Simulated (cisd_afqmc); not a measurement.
Input (AFQMC/CISD/cc-pV(T+d)Z; cisd_afqmc is a phaseless AFQMC code with CISD trial states that reads the integrals written by Ansatz): A basis named .json is the Basis Set Exchange file of that set.

Ansatz 0.2 input:
```python
import cisd_afqmc

open("ham.yaml", "w").write("""\
crystal:
  periodic: [false, false, false]
  atoms:
    - {symbol: Al, position_ang: [-0.00000000, -0.00000000, -0.11870982]}
    - {symbol: H, position_ang: [0.00000000, 0.00000000, 1.54322771]}
basis:
  gaussian:
    orbitals: cc-pV_T+d_Z.json
magnetization: {spin_polarized: false}
correlation: {method: ccsd, electrons: outside_noble_gas, hamiltonian_folder: ham}
""")
rep = cisd_afqmc.ansatz("ham.yaml")
e_ccsd = rep["correlation"]["coupled_cluster"]["energy"]["hartree"]
out = cisd_afqmc.run("ham", e_ccsd, trial="CISD", walkers=200, populations=8, threads=8, dt=0.005, steps=40, early=24, settle=10, least=32,
    cut=5e-5, rank_cut=2e-4, target=0.0004, seconds=1500, seed=1, memory=17280, gpu=False)
```

Output:

```
orbitals 48, occupied [2], factors 215 of 315, rank of the doubles 45 of 92
E(HF) = -242.462367
E(CCSD) on the cut factors = -242.544813, shift to the whole factors -0.000019
Energy of the trial state on the determinant = -242.544662
  tau behind 7.2 of longer steps, mean of the populations' last blocks
   2.0  -242.54668
   4.0  -242.54654
   6.0  -242.54663
   8.0  -242.54635
blocks 316 (0 outliers left out), error by blocks joined: 1: 0.00003, 2: 0.00005, 4: 0.00006, 8: 0.00007, 16: 0.00009
E(AFQMC/CISD) = -242.54652 +/- 0.00009
```

The error still grows at the longest joins of blocks, or few joins were possible, so the printed bar may be too narrow.
